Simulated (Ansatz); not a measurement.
The cluster HfTe2, relaxed as a singlet with RKS B3LYP-D4/def2-TZVP in Ansatz, starting from the GFN2-xTB geometry. Force threshold 0.02 eV/Å.

In the def2 sets Hf, Te take a core potential; there is no spin–orbit coupling. The restricted singlet is unstable towards broken spin symmetry at other levels; at B3LYP-D4/def2-TZVP this wasn't settled. The relaxation made no stability test and no search for a lower SCF solution. The structure comes from a short search, and lower isomers may exist.

Start:

```xyz
3

Hf    0.168   -1.038    1.095
Te    1.117    1.190   -0.097
Te   -1.285   -0.151   -0.998
```

(1) Estimate the energy that the relaxation releases and the steps that it takes.

(2) Does the start keep its bonding and symmetry?

(3) Predict the relaxed structure.

Answers

(1) 0.11 eV, in 4 steps; 8 s on 4 threads of Arm Neoverse V2 on a shared host. No frequencies were taken in this run, so the end may be a saddle point.

(2) By distances, no bond broke or formed. The bond that changes most is Te2–Te3, from 2.89 to 2.76 Å (atoms count from 1). Point group Cs at the start, C2v at the end, both within 0.05 Å.

(3) 
Cartesian coordinates in Å:
```
Hf 0.1770 -1.0901 1.1494
Te 1.0547 1.1831 -0.1458
Te -1.2318 -0.0930 -1.0036
```
Bond lengths: 2 × Hf–Te 2.76 Å; 1 × Te–Te 2.76 Å.
